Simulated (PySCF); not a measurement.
propyne (C3H4), singlet, geometry from GFN2-xTB; CASSCF(6,5)/cc-pVDZ run with PySCF.

The PySCF input:
```python
from pyscf import gto, scf, mcscf, mp
import numpy

mol = gto.Mole()
mol.atom = '''
    C     0.00251601   -0.00427449    0.21384286
    C    -0.01028846   -0.01351722    1.40987627
    C     0.00901665    0.01179166   -1.23156806
    H    -0.03481017   -0.01436157    2.45813969
    H    -0.01568984    1.04063331   -1.59024389
    H     0.90833899   -0.47377787   -1.60942938
    H    -0.86530420   -0.51649354   -1.61137288
'''
mol.basis = 'cc-pvdz'
mol.verbose = 4
mol.build()

mf = scf.RHF(mol)
mf.kernel()
mc = mcscf.CASSCF(mf, 5, 6)
mc.fix_spin_(ss=0.0)
noons, natorbs = mcscf.addons.make_natural_orbitals(mp.MP2(mf).run())
mc.kernel(natorbs)
occ = numpy.linalg.eigvalsh(mc.fcisolver.make_rdm1(mc.ci, mc.ncas, mc.nelecas))[::-1]
ss = mc.fcisolver.spin_square(mc.ci, mc.ncas, mc.nelecas)[0]
print('natural occupations', occ.round(4), ' <S^2>', round(ss, 4))
```

Q: Predict the main parts of the log of this PySCF run.

A: 
```
PySCF version 2.14.0

[INPUT] verbose = 4
[INPUT] num. atoms = 7
[INPUT] num. electrons = 22
[INPUT] charge = 0
[INPUT] spin (= nelec alpha-beta = 2S) = 0
[INPUT] symmetry False subgroup None
[INPUT] Mole.unit = angstrom
[INPUT] Symbol           X                Y                Z      unit          X                Y                Z       unit  Magmom
[...]
nuclear repulsion = 59.192213232051
number of shells = 27
number of NR pGTOs = 106
number of NR cGTOs = 62
basis = cc-pvdz
ecp = {}

******** <class 'pyscf.scf.hf.RHF'> ********
method = RHF
initial guess = minao
damping factor = 0
level_shift factor = 0
DIIS = <class 'pyscf.scf.diis.CDIIS'>
diis_start_cycle = 1
diis_space = 8
diis_damp = 0
SCF conv_tol = 1e-09
SCF conv_tol_grad = None
SCF max_cycles = 50
direct_scf = True
direct_scf_tol = 1e-13
Set gradient conv threshold to 3.16228e-05
Initial guess from minao.
init E= -116.361511372028
[...]
cycle= 1 E= -115.839129737292  delta_E= 0.522  |g|=  0.3  |ddm|= 2.51
[...]
cycle= 2 E= -115.870180462522  delta_E= -0.0311  |g|= 0.109  |ddm|= 0.446
[...]
cycle= 3 E= -115.873103969017  delta_E= -0.00292  |g|= 0.0538  |ddm|= 0.158
[...]
cycle= 4 E= -115.873916135671  delta_E= -0.000812  |g|= 0.0126  |ddm|= 0.073
[...]
cycle= 5 E= -115.873955193979  delta_E= -3.91e-05  |g|= 0.00164  |ddm|= 0.0113
[...]
cycle= 6 E= -115.873956651363  delta_E= -1.46e-06  |g|= 0.000323  |ddm|= 0.0044
[...]
cycle= 7 E= -115.873956713936  delta_E= -6.26e-08  |g|= 6.68e-05  |ddm|= 0.000959
[...]
cycle= 8 E= -115.873956716072  delta_E= -2.14e-09  |g|= 1.56e-05  |ddm|= 0.000176
[...]
cycle= 9 E= -115.873956716191  delta_E= -1.19e-10  |g|= 3.29e-06  |ddm|= 3.41e-05
[...]
Extra cycle  E= -115.873956716198  delta_E= -7.25e-12  |g|= 1.38e-06  |ddm|= 6.54e-06
converged SCF energy = -115.873956716198

******** <class 'pyscf.mp.mp2.RMP2'> ********
nocc = 11, nmo = 62
E(RMP2) = -116.276245864788  E_corr = -0.402289148589965
E(SCS-RMP2) = -116.272767329313  E_corr = -0.398810613114823
E_corr(same-spin) = -0.0968496521459248
E_corr(oppo-spin) = -0.30543949644404

******** <class 'pyscf.mcscf.mc1step.CASSCF'> ********
CAS (3e+3e, 5o), ncore = 8, nvir = 49
max_cycle_macro = 50
max_cycle_micro = 4
conv_tol = 1e-07
conv_tol_grad = None
orbital rotation max_stepsize = 0.02
orbital rotation threshold for CI restart = 0.01
augmented hessian ah_max_cycle = 30
augmented hessian ah_conv_tol = 1e-12
augmented hessian ah_linear dependence = 1e-14
augmented hessian ah_level shift = 1e-08
[...]
CASCI E = -115.937498492127  S^2 = 0.0000000
[...]
macro iter  17 ( 21 JK    4 micro), CASSCF E = -115.941685941400  dE = -3.46371840e-05  S^2 = 0.0000000
               |grad[o]|=0.00211  |grad[c]|=0.00372  |ddm|=0.000223  |maxRot[o]|=0.0811
macro iter  18 ( 21 JK    4 micro), CASSCF E = -115.941716427473  dE = -3.04860721e-05  S^2 = 0.0000000
               |grad[o]|=0.00216  |grad[c]|=0.00337  |ddm|=0.000139  |maxRot[o]|=0.111
macro iter  19 ( 21 JK    4 micro), CASSCF E = -115.941756805867  dE = -4.03783940e-05  S^2 = 0.0000000
               |grad[o]|=0.0018  |grad[c]|=0.0031  |ddm|=0.000226  |maxRot[o]|=0.0816
macro iter  20 ( 21 JK    4 micro), CASSCF E = -115.941718655165  dE =  3.81507018e-05  S^2 = 0.0000000
               |grad[o]|=0.00174  |grad[c]|=0.00347  |ddm|=0.000342  |maxRot[o]|= 0.13
macro iter  21 ( 21 JK    4 micro), CASSCF E = -115.941777696367  dE = -5.90412028e-05  S^2 = 0.0000000
               |grad[o]|=0.00183  |grad[c]|=0.00273  |ddm|=9.59e-05  |maxRot[o]|=0.0712
macro iter  22 ( 21 JK    4 micro), CASSCF E = -115.941791247793  dE = -1.35514254e-05  S^2 = 0.0000000
               |grad[o]|=0.00151  |grad[c]|=0.00166  |ddm|=0.000162  |maxRot[o]|=0.0426
macro iter  23 (  7 JK    2 micro), CASSCF E = -115.941816250770  dE = -2.50029771e-05  S^2 = 0.0000000
               |grad[o]|=0.000778  |grad[c]|=0.000721  |ddm|=0.000119  |maxRot[o]|=0.0518
macro iter  24 (  5 JK    2 micro), CASSCF E = -115.941819693606  dE = -3.44283606e-06  S^2 = 0.0000000
               |grad[o]|=0.000273  |grad[c]|=0.000444  |ddm|=1.98e-05  |maxRot[o]|=0.0222
macro iter  25 (  3 JK    1 micro), CASSCF E = -115.941820281300  dE = -5.87693421e-07  S^2 = 0.0000000
               |grad[o]|=6.05e-05  |grad[c]|=0.000597  |ddm|=5.3e-05  |maxRot[o]|=0.0123
macro iter  26 (  3 JK    1 micro), CASSCF E = -115.941820384944  dE = -1.03644183e-07  S^2 = 0.0000000
               |grad[o]|=4.51e-05  |grad[c]|=0.000263  |ddm|=5.47e-05  |maxRot[o]|=0.00613
macro iter  27 (  3 JK    1 micro), CASSCF E = -115.941820405809  dE = -2.08652438e-08  S^2 = 0.0000000
               |grad[o]|=3.75e-05  |grad[c]|=0.000117  |ddm|=3.97e-05  |maxRot[o]|=0.00267
1-step CASSCF converged in  27 macro (483 JK  95 micro) steps
CASSCF canonicalization
Density matrix diagonal elements [1.99792413 1.94276309 1.94274967 0.05828929 0.05827382]
CASSCF energy = -115.941820405809
CASCI E = -115.941820405809  E(CI) = -9.23615529046961  S^2 = 0.0000000
natural occupations [1.9979 1.9428 1.9428 0.0583 0.0583]  <S^2> 0.0
```
